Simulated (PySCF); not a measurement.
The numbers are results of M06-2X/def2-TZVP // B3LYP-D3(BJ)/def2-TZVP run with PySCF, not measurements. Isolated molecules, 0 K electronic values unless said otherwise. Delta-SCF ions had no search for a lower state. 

Reference species (SMILES): `[GaH3]` (neutral, multiplicity 1).

| Item | Result |
|---|---|
| LUMO | -1.26 eV |
| HOMO | -9.71 eV |
| vertical ionisation energy (Delta-SCF) | 11.23 eV |
| HOMO–LUMO gap | 8.45 eV |

Changed species: `[Cl][Ga]([Cl])[Cl]` (3 of 3 H replaced by Cl; the reference has 0 of 3 H replaced by Cl).

Question: What does the change do to the LUMO, HOMO, vertical ionisation energy (Delta-SCF) and HOMO–LUMO gap?

Answer: the LUMO rises by 0.07 eV, to -1.19 eV; the HOMO drops by 1.12 eV, to -10.83 eV; the vertical ionisation energy (Delta-SCF) goes up by 0.76 eV, to 11.99 eV; the HOMO–LUMO gap goes up by 1.19 eV, to 9.64 eV.
